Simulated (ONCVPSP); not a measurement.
## Plane-wave convergence, ONCV potential for Er

* Element: Er
* Generator: ONCVPSP 4.0.1
* Type: optimised norm-conserving Vanderbilt (ONCV)
* Functional: revPBE
* Relativity: fully relativistic
* Frozen core: [Kr] 4d10
* Valence charge: 22
* Reference configuration: 4f11 5s2 5p6 5d1 6s2
* Partial waves: 5s+6s: rc 1.90 bohr, ncon 4, nbas 7, qcut 8 1/bohr, 2 projectors; 5p: rc 2.00 bohr, ncon 4, nbas 8, qcut 7.4 1/bohr, 2 projectors, debl 2.7 Ha; 5d: rc 2.20 bohr, ncon 4, nbas 8, qcut 4.6 1/bohr, 3 projectors, debl 3.7 Ha; 4f: rc 0.90 bohr, ncon 4, nbas 8, qcut 17.5 1/bohr, 2 projectors, debl 2.4 Ha
* Local potential: polynomial inside 0.90 bohr (lpopt 3, dvloc0 1 Ha)
* Core correction: Teter function, fcfact 2.75, rcfact 1.6

Open shells are filled in proportion to 2j + 1.

Task: For each optimised wave give the share of its norm inside rc, the residual kinetic energy above qcut (Ha) and the cutoffs (Ha) for errors of 10, 1, 0.1 and 0.01 mHa per electron.

Result:

```tsv
wave	norm inside rc	residual KE	10 mHa	1 mHa	0.1 mHa	0.01 mHa
5s	0.933	1.0e-07	14.5	19.0	22.7	25.9
6s	0.048	1.5e-08	10.7	16.4	21.0	24.7
5p j=3/2	0.842	1.1e-07	6.6	15.8	19.9	22.8
p projector 2 j=3/2	0.119	1.3e-06	7.3	17.4	21.7	24.8
5p j=1/2	0.890	9.1e-08	6.9	14.0	19.1	22.4
p projector 2 j=1/2	0.136	1.5e-06	7.2	16.7	21.5	24.8
5d j=5/2	0.372	1.7e-04	6.5	8.9	11.9	41.3
d projector 2 j=5/2	0.142	4.3e-03	9.6	13.3	33.0	58.2
d projector 3 j=5/2	0.116	1.9e-01	12.8	15.9	37.9	74.1
5d j=3/2	0.408	2.5e-04	6.8	9.2	15.1	43.7
d projector 2 j=3/2	0.146	5.7e-03	9.9	14.5	38.2	60.3
d projector 3 j=3/2	0.118	2.1e-01	13.0	15.8	39.4	75.5
4f j=7/2	0.707	1.6e-04	125.1	140.6	181.4	357.6
f projector 2 j=7/2	0.093	1.1e-04	118.7	137.9	153.8	262.2
4f j=5/2	0.718	1.7e-04	125.5	140.9	183.6	355.0
f projector 2 j=5/2	0.091	1.1e-04	119.0	138.1	154.3	264.9
```

The occupied waves need 141 Ha and 184 Ha for 1 and 0.1 mHa. Note: ghosts flagged at negative energy: s at -77.7 eV; GHOST(+) flagged for p3/2 at 154.0 eV, p1/2 at 169.3 eV, d3/2 at 343.1 eV. A true bound ghost makes a file unfit for plane-wave use. 3 of 4 tests not solved or not reliable.
